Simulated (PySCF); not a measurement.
**BiCl at PBE0**

Level: PBE0. basis Bi def2-SVP with ECP60, Cl def2-SVP; scalar-relativistic core potentials; PySCF 2.14.

| Item | Value |
| --- | --- |
| state | singlet, one real π or δ orbital doubly filled, a mixture of terms (⟨Lz²⟩ = 2.0), a second solution, started from another occupation |
| bond length | 2.460 Å |
| harmonic wavenumber | 348 cm⁻¹ |
| force constant | 2.13 mdyn/Å |
| rotational constant Be | 0.09297 cm⁻¹ |
| anharmonicity ωexe | 0.975 cm⁻¹ |
| vibration–rotation constant αe | 0.000346 cm⁻¹ |
| energy of the minimum from ground-state Bi + Cl | -1.75 eV |
| HOMO–LUMO gap | 0.94 eV |
| bond order (Mayer) | 1.12 |
| dipole moment (positive dipole means Bi(−)Cl(+)) | -2.83 D |

These are scalar-relativistic numbers at best; spin–orbit coupling would shift them, the dissociation energy most.
